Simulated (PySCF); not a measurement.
## CH3BSi, SMILES `B=C=[SiH2]` (charge 0, multiplicity 1)

Computed with PBE0-D3(BJ)/def2-TZVP in PySCF 2.14.0.

```
Property                                Value
-------------  ------------------------------
HOMO                                 -6.62 eV
dipole moment                       0.324 e·Å
HOMO–LUMO gap                         3.99 eV
LUMO                                 -2.63 eV
total energy                      -9631.69 eV
cost           around 12 core-seconds (rough)
```

Bond lengths (Å): B1–C2 1.350, B1–H4 1.174, C2–Si3 1.674, Si3–H5 1.482, Si3–H6 1.482. Bond angles (°): C2–B1–H4 180.0, B1–C2–Si3 180.0, C2–Si3–H5 124.5, C2–Si3–H6 124.5, H5–Si3–H6 111.0.
Charge 0, spin multiplicity 1.
